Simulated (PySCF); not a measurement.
Electronic structure of Zn³⁺ (zinc, charge +3) at the UHF level

Configuration: [Ar] 3d9, 2D determinant. Calculation: PySCF 2.14, in aug-cc-pwCVDZ-PP with ECP10MDF (6s6p5d3f, 70 functions); scalar relativity through the core potential.

* Total energy: -223.685800 hartree
* One-electron energy: -378.9220 hartree
* Hartree (Coulomb) energy: 174.2122 hartree
* Exchange energy: -18.9760 hartree
* ⟨S²⟩: 0.7511
* ⟨L²⟩: 6.011
* Sum of ⟨r⟩: 12.94 bohr
* Sum of ⟨r²⟩: 12.01 bohr²
* Traceless quadrupole moment −½Σ⟨3z² − r²⟩ along its main axis: -0.257 e·bohr²

| shell | electrons | mean orbital energy (eV) | spread (eV) | rms radius, mean of both spins (bohr) |
| --- | --- | --- | --- | --- |
| 3s α | 1 | -203.38 | 0 | 0.729 |
| 3s β | 1 | -199.85 | 0 | 0.729 |
| 3p α | 3 | -150.92 | 2.848 | 0.766 |
| 3p β | 3 | -146.75 | 2.102 | 0.766 |
| 3d α | 5 | -63.743 | 3.251 | 0.908 |
| 3d β | 4 | -61.913 | 2.537 | 0.908 |

Energies and moments cover only the electrons outside the core potential.
